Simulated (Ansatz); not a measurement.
Consider the redistribution: `[SiH3][SiH2][SnH3]` + `FC[SiH2]I` → `[SiH3]C[SiH2]I` + `F[SiH2][SnH3]`.

Program: Ansatz. Geometries: PBE0-D4/def2-TZVP. ΔE: electronic, gas phase. CCSD(T)/CBS is the MP2 limit (def2-TZVPP, def2-QZVPP) plus CCSD(T) − MP2 in def2-TZVPP, frozen cores. Functionals use def2-TZVPP. B3LYP here is the variant with VWN-RPA as its local correlation; programs differ in this. Elements past krypton have def2 core potentials. For I, Sn outer-core shells are correlated without core-valence functions, which leaves a few kJ/mol of doubt a bond. One conformer a species, not always the lowest.

Is it downhill or uphill in electronic energy at CCSD(T)/CBS, and by how much? (An estimate is asked.)

The calculation gave: Downhill: ΔE = -233.4 kJ/mol.

What do these levels give: PBE-D4, PBE0-D4, B3LYP-D4, ωB97M-V, PBE0, B3LYP, MP2/def2-TZVPP, SCS-MP2/def2-TZVPP, CCSD/def2-TZVPP, MP2/def2-QZVPP, SCS-MP2/def2-QZVPP, MP2/CBS(def2)? (Estimate.)

Computed: PBE-D4 -201.1, PBE0-D4 -211.3, B3LYP-D4 -220.4, ωB97M-V -231.1, PBE0 -211.5, B3LYP -220.6, MP2/def2-TZVPP -246.6, SCS-MP2/def2-TZVPP -242.0, CCSD/def2-TZVPP -231.4, MP2/def2-QZVPP -250.1, SCS-MP2/def2-QZVPP -245.5, MP2/CBS(def2) -250.9 kJ/mol.

Largest T1 diagnostic among the species: 0.014.

From PBE to PBE0 (25 % exact exchange), in def2-TZVPP and without D4, ΔE moves by −10.3 kJ/mol.
